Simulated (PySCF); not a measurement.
(3E)-2,4-difluoropenta-1,3-diene (C5H6F2), SMILES C=C(/C=C(\C)F)F.

Geometry: r2SCAN-D4/def2-SVP. The values are those of a single conformer.

Method: PBE/def2-TZVP in PySCF.

Symmetry labels are those of the subgroup Cs that the program uses (full group Cs).

Computed valence orbital energies around the gap with their symmetry:
```json
[
 {"orbital": "HOMO−7", "symmetry": "A'", "energy (eV)": "-10.94"},
 {"orbital": "HOMO−6", "symmetry": "A'", "energy (eV)": "-9.95"},
 {"orbital": "HOMO−5", "symmetry": "A\"", "energy (eV)": "-9.91"},
 {"orbital": "HOMO−4", "symmetry": "A'", "energy (eV)": "-9.69"},
 {"orbital": "HOMO−3", "symmetry": "A'", "energy (eV)": "-8.87"},
 {"orbital": "HOMO−2", "symmetry": "A'", "energy (eV)": "-8.79"},
 {"orbital": "HOMO−1", "symmetry": "A\"", "energy (eV)": "-7.46"},
 {"orbital": "HOMO", "symmetry": "A\"", "energy (eV)": "-5.56"},
 {"orbital": "LUMO", "symmetry": "A\"", "energy (eV)": "-1.82"},
 {"orbital": "LUMO+1", "symmetry": "A'", "energy (eV)": "0.58"},
 {"orbital": "LUMO+2", "symmetry": "A\"", "energy (eV)": "0.80"},
 {"orbital": "LUMO+3", "symmetry": "A'", "energy (eV)": "1.02"}
]
```
